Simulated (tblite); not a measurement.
Species: C7H13O2P.
SMILES with atom numbers: `[CH2:1]=[CH:2][P@:3](=[O:4])([OH:5])[CH:6]1[CH2:7][CH2:8][CH2:9][CH2:10]1` (hydrogens: H11, H12 on C1; H13 on C2; H14 on O5; H15 on C6; H16, H17 on C7; H18, H19 on C8; H20, H21 on C9; H22, H23 on C10)

Cartesian coordinates in Å at the GFN2-xTB level; atoms count from 1:
```xyz
23
C7H13O2P angstrom
C      2.856   -1.215   -0.762
C      2.412   -0.341    0.121
P      1.039    0.767   -0.323
O      0.672    0.756   -1.744
O      1.571    2.230    0.127
C     -0.273    0.469    0.938
C     -0.664   -1.000    0.971
C     -1.514   -1.156   -0.288
C     -2.228    0.194   -0.471
C     -1.545    1.179    0.490
H      3.669   -1.895   -0.562
H      2.399   -1.267   -1.738
H      2.831   -0.240    1.112
H      1.712    2.745   -0.670
H      0.107    0.837    1.893
H     -1.257   -1.203    1.866
H      0.203   -1.664    0.968
H     -2.216   -1.985   -0.206
H     -0.861   -1.342   -1.139
H     -3.292    0.113   -0.245
H     -2.126    0.533   -1.499
H     -1.318    2.129    0.004
H     -2.180    1.382    1.355
```

All values are computed: GFN2-xTB (tblite) harmonic vibrations without scaling, gas phase. This tight-binding method is rough: wavenumbers can miss measured ones by several per cent, in bad cases by 10 to 20. One conformer, not necessarily the lowest.

Harmonic wavenumbers (cm⁻¹): 28.5, 53.0, 64.9, 133.8, 143.2, 180.7, 186.0, 235.7, 250.6, 315.3, 330.9, 386.9, 453.0, 554.3, 614.6, 640.9, 712.2, 735.7, 791.7, 808.3, 852.0, 887.0, 913.9, 951.4, 968.1, 971.4, 979.3, 985.4, 1020.0, 1051.4, 1103.1, 1112.2, 1131.8, 1170.4, 1197.1, 1220.2, 1224.3, 1236.7, 1252.7, 1264.7, 1293.6, 1308.6, 1321.3, 1321.9, 1382.8, 1469.7, 1481.5, 1485.5, 1502.1, 1673.0, 2952.9, 2958.8, 2964.0, 2978.5, 2983.4, 2989.4, 3005.0, 3011.9, 3025.8, 3064.6, 3081.6, 3113.1, 3575.0.

A = 1770, B = 980.9, C = 830.7 MHz; mass 160.065 u (most abundant isotopes); point group C1, symmetry number 1.

Question: Zero-point energy?

Answer: ½Σν̃ = 41529 cm⁻¹ = 496.80 kJ/mol.

Question: What is S at 500 K and 1 bar for an ideal gas of classical rigid rotors and harmonic oscillators?

Answer: Translation 182.90, rotation 131.09, vibration 259.14: S = 573.1 J/(mol K).

Question: And Cp and H(500 K) − H(0)?

Answer: Cp = 284.41 J/(mol K), of which vibrations give 251.16 (their classical limit is 63 R = 523.8); H(500 K) − H(0) = 81.29 kJ/mol without the zero-point energy, 64.66 from vibrations.

Question: How do the functions run with temperature in this model?

Answer: 
| T (K) | S (J/(mol K)) | Cp (J/(mol K)) | H − H(0) (kJ/mol) | G − H(0) (kJ/mol) | ln q(vib) |
| --- | --- | --- | --- | --- | --- |
| 100 | 312.1 | 90.8 | 6.20 | -25.00 | 2.75 |
| 200 | 389.0 | 136.0 | 17.56 | -60.24 | 6.13 |
| 300 | 453.6 | 187.3 | 33.66 | -102.42 | 9.34 |
| 800 | 728.9 | 376.7 | 181.77 | -401.31 | 24.69 |
| 1000 | 817.4 | 416.2 | 261.27 | -556.12 | 30.35 |

q(vib) and H(0) count from the zero-point level.

Question: What must be added to the electronic energy to get the Gibbs energy at 500 K and 1 bar?

Answer: ZPE + [H(500 K) − H(0)] − T·S = 496.80 + 81.29 − 286.56 = 291.53 kJ/mol.

Question: Blend soft modes into free rotors: weight 1/[1 + (100 cm⁻¹/ν̃)⁴] for the oscillator and the rest for a rotor with moment μB/(μ + B), μ = h/(8π²ν), B = 10⁻⁴⁴ kg m². What vibrational entropy results?

Answer: 235.47 J/(mol K) in place of 259.14, which changes −T·S at 500 K by +11.84 kJ/mol.

Hindered rotation and anharmonicity are outside this model. Other conformers, if any are populated, would add a mixing term that is left out. The structure is chiral; the term R ln 2 for an equal mix with its mirror image is left out.
